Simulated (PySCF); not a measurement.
# Reading the logs of faulty runs: AlBFH

All numbers below are calculated, not measured. They come from PySCF 2.14.0, an open-source quantum chemistry program, on an isolated molecule that a program drew, which may never have been made. The molecule is AlBFH (charge 0, singlet), drawn as the SMILES string `F[BH][Al]`.

Each row is a Hartree-Fock (HF) and frozen-core CCSD(T) single point in the cc-pV(D+d)Z basis, meant for a local HF minimum. Run 1 is clean. Each other run has one planted mistake out of seven kinds, and not every kind appears here: one electron removed, one electron added, multiplicity raised by two, geometry at a saddle point, minimal basis STO-3G, one bond length entered in bohr, all coordinates scaled. The reference is restricted for singlets and unrestricted otherwise, and also for a bond in bohr. Adding or removing an electron swaps singlet and doublet. Electrons count all cores. HOMO and LUMO are orbital energies over both spins, the gradient is its largest component, and the lowest frequency (negative if imaginary) is given only where the gradient is small. Bond lengths are over the 3 bonds as drawn. T1 is the CCSD diagnostic: over 0.02 (restricted) or 0.045 (unrestricted) a single reference is doubtful.

Geometry of the clean run:
```xyz
4
AlBFH, angstrom
F    -2.7408   -1.5165    0.2489
B    -2.7415   -1.2575   -1.0726
Al   -3.0418    0.8898   -1.7544
H    -2.5747   -2.2459   -1.7572
```

| run | electrons | basis functions | <S^2> | HOMO (eV) | LUMO (eV) | gradient (hartree/bohr) | lowest frequency (cm^-1) | mean bond (Å) | longest bond (Å) | T1 | HF (hartree) | CCSD(T) (hartree) | mistake |
|---|---|---|---|---|---|---|---|---|---|---|---|---|---|
| 1 | 28 | 56 | 0.000 | -7.34 | 0.32 | 3.2e-05 | 174 | 1.6111 | 2.273 | 0.0168 | -366.61182 | -366.95951 | no fault |
| 2 | 28 | 56 | 0.000 | -7.62 | 0.22 | 6.8e-02 | - | 1.7561 | 2.477 | 0.0185 | -366.59348 | -366.94549 | all coordinates scaled |
| 3 | 28 | 56 | 2.021 | -6.51 | 0.17 | 1.9e-02 | - | 1.6111 | 2.273 | 0.0372 | -366.59185 | -366.92630 | multiplicity raised by two |
| 4 | 29 | 56 | 1.042 | -0.47 | 6.09 | 3.5e-02 | - | 1.6111 | 2.273 | 0.0602 | -366.61542 | -366.97220 | ? |

**Which mistake was planted in run 4, and what did it cost?**

It counts 29 electrons, one more than the clean run, at the same geometry and basis. So the mistake is: one electron added. Subtracting run 1 and multiplying by 627.51 kcal/mol a hartree, the energy moved by -2.3 kcal/mol in HF and -8.0 kcal/mol in CCSD(T).

Cautions from the logs. Run 4: T1 is over the limit, so its CCSD(T) energy is less reliable.
